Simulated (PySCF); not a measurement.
Isomers of C5H18Si4, from PBE0-D3(BJ)/def2-SVP geometry optimisation, gas phase in PySCF 2.14.0. One conformer each, no zero-point energy, no frequencies.

Question: Which is lower in electronic energy at this level?
A. `[CH3:1][C@H:2]1[CH2:3][C@H:4]([Si@@H:5]([SiH3:6])[SiH2:7][SiH3:8])[CH2:9]1` with C3–C4–Si5–Si6 -54°, C4–Si5–Si7–Si8 50°, C1–C2–C3–C4 140°, C2–C3–C4–Si5 101°, C3–C4–C9–C2 17°, C1–C2–C9–C4 -140°: A = 1030, B = 484.2, C = 372.1 MHz, dipole 1.25 D
B. `[CH2:1]=[CH:2][SiH2:3][Si:4]([SiH3:5])([SiH3:6])[CH2:7][CH2:8][CH3:9]` with C1–C2–Si3–Si4 -105°, C2–Si3–Si4–Si5 -173°, Si3–Si4–C7–C8 -60°, Si4–C7–C8–C9 179°: A = 695.0, B = 592.6, C = 444.4 MHz, dipole 1.55 D

Answer: B. That is `C=C[SiH2][Si]([SiH3])([SiH3])CCC`, 2.8 kcal/mol below the other.

| SMILES | mapped SMILES | E (Eh) | relative (kcal/mol) | relative (kJ/mol) | dipole (D) |
| --- | --- | --- | --- | --- | --- |
| C=C[SiH2][Si]([SiH3])([SiH3])CCC | [CH2:1]=[CH:2][SiH2:3][Si:4]([SiH3:5])([SiH3:6])[CH2:7][CH2:8][CH3:9] | -1358.10264 | 0.0 | 0.0 | 1.55 |
| C[C@H]1C[C@H]([Si@@H]([SiH3])[SiH2][SiH3])C1 | [CH3:1][C@H:2]1[CH2:3][C@H:4]([Si@@H:5]([SiH3:6])[SiH2:7][SiH3:8])[CH2:9]1 | -1358.09824 | 2.8 | 11.5 | 1.25 |

As drawn, the lower has a C=C bond outside aromatic rings, which the higher lacks; the higher has a four-membered ring, which the lower lacks.
